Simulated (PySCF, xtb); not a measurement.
Ge(F)2(Me)2 (C2H6F2Ge), SMILES [Ge]([F])([CH3])([CH3])[F].

GFN2-xTB in xtb at its own geometry gives an orbital gap of 6.94 eV and a dipole moment of 4.78 D.

Geometry optimised at B3LYP-D3(BJ)/def2-SVP.

Task: What does PBE/def2-TZVP (PySCF) give? (Estimate from the structure and the level; the computed values follow.)

Result: gap 7.20 eV (levels -7.56 and -0.36 eV), dipole 3.31 D.
